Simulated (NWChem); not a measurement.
Species: C4H2N2; SMILES C#C/C=N/C#N

Results from NWChem. Pople sets run with spherical d functions. All runs use the structure optimised with PBE0/def2-SVP. Level r2SCAN/6-31G*: energy and gradient on several grids; changes count from the extra-fine grid, which is no exact limit either.

```json
[
 {"grid": "xcoarse", "size of the energy change (μHa)": "900", "largest change of a gradient component (μHa/bohr)": "8000", "time, medium = 1 (rough)": "about 1"},
 {"grid": "coarse", "size of the energy change (μHa)": "1000", "largest change of a gradient component (μHa/bohr)": "300", "time, medium = 1 (rough)": "about 1"},
 {"grid": "medium", "size of the energy change (μHa)": "500", "largest change of a gradient component (μHa/bohr)": "300", "time, medium = 1 (rough)": "about 1"},
 {"grid": "fine", "size of the energy change (μHa)": "20", "largest change of a gradient component (μHa/bohr)": "100", "time, medium = 1 (rough)": "about 1"},
 {"grid": "xfine", "size of the energy change (μHa)": "< 10", "largest change of a gradient component (μHa/bohr)": "< 30", "time, medium = 1 (rough)": "2"}
]
```
